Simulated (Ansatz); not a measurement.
Two structures of Al2NH8O5, doublet, reached by relaxing down either side of one saddle point (PBE0-D4/def2-TZVP). Energies are electronic, without zero-point energy. Ansatz 0.2.0; basis: def2-TZVPP and def2-QZVPP; cores frozen in the correlated methods; orbitals are unrestricted. Extrapolation: Hartree–Fock as exp(−7.88 √X), correlation as X^−2.97. First:

| atom | x (Å) | y (Å) | z (Å) |
| --- | --- | --- | --- |
| Al1 | -1.0751 | 0.6997 | 0.8414 |
| O2 | -1.2761 | 0.0516 | -0.7388 |
| Al3 | -0.0730 | 0.7828 | -1.6922 |
| O4 | -0.2655 | 1.9358 | -2.9247 |
| O5 | 1.4398 | -0.0520 | -1.8011 |
| O6 | -2.3107 | 1.0532 | 1.9752 |
| H7 | 0.6052 | -1.1455 | 1.3628 |
| N8 | -0.1621 | -0.7023 | 1.9066 |
| H9 | 1.9238 | -2.5709 | -0.0545 |
| O10 | 1.9040 | -1.6724 | 0.2805 |
| H11 | -1.0590 | 2.4609 | -3.0081 |
| H12 | 2.1126 | 0.2920 | -2.3891 |
| H13 | -2.9786 | 1.7193 | 1.8262 |
| H14 | 0.2214 | -0.3389 | 2.7732 |
| H15 | -0.8385 | -1.4188 | 2.1597 |
| H16 | 1.8315 | -1.0944 | -0.5171 |

Second:

```csv
atom,x (Å),y (Å),z (Å)
Al1,-0.9888,0.4053,0.9671
O2,-0.7995,-0.4352,-0.6520
Al3,0.1826,0.8955,-1.4012
O4,-0.3214,1.7849,-2.7507
O5,1.7885,0.2846,-1.3679
O6,-2.5626,0.6709,1.5376
H7,0.9229,-1.7540,0.9202
N8,0.2323,-0.2702,2.1220
H9,-0.2226,-1.2603,-0.5229
O10,1.0148,-2.1427,0.0245
H11,-1.1362,2.2792,-2.8043
H12,2.4832,0.6753,-1.8963
H13,-3.3326,0.7530,0.9793
H14,1.1247,0.2006,2.1933
H15,-0.0757,-0.4883,3.0608
H16,1.6902,-1.5987,-0.4096
```

(1) Which bonds change from the first to the second?

(2) Give the saddle point's structure and its height above each. (To be estimated.)

The T1 diagnostic stays at or below 0.015. ⟨S²⟩ of the unrestricted Hartree–Fock references: 0.75 (a pure state has 0.75).

## Answers

(1) Al₂H₃O₄ ([OH][Al][O][Al]([OH])[OH]) + H₂O + NH₃ → AlH₃O₃ ([OH][Al]([OH])[OH]) + AlNH₃O ([NH2][Al][OH]) + H₂O; bonds formed: O2–H9, H7–O10; dative contacts that become bonds: Al1–N8; bonds broken: H7–N8, H9–O10.

(2) Computed: 84.0 kJ/mol above the first and 29.2 kJ/mol above the second (CCSD(T) at an estimated basis limit (MP2 extrapolated from triple and quadruple zeta, plus CCSD(T) − MP2 in triple zeta)).
```csv
atom,x (Å),y (Å),z (Å)
Al1,-0.9958,0.4140,0.8963
O2,-0.7898,-0.4191,-0.6712
Al3,0.1663,0.8338,-1.4699
O4,-0.2759,1.7833,-2.8030
O5,1.7927,0.2505,-1.4288
O6,-2.5054,0.6470,1.6414
H7,0.7947,-1.4148,1.0221
N8,0.2506,-0.4137,2.0223
H9,0.0423,-1.3532,-0.3983
O10,0.9248,-1.9346,0.0818
H11,-1.1288,2.1996,-2.9047
H12,2.4730,0.6478,-1.9707
H13,-3.2983,0.8979,1.1727
H14,1.0211,0.1759,2.3156
H15,-0.1397,-0.8200,2.8662
H16,1.6679,-1.4944,-0.3719
```

Labels in which every atom is bracketed show which atoms are joined, not bond orders.

For scale, one of the runs: CCSD(T)/def2-TZVPP, 382 basis functions, launched by `ansatz run in.yaml --threads 4 --pin off --events-out ev --progress --plain --max-ram 46080MiB --backend cuda --devices 0, --max-vram 37GiB`. Time: 69 s of wall clock on 4 CPU threads of an AMD EPYC 7R13 and a share of one NVIDIA H100; the host was shared. Peak host memory: 1.7 GiB.
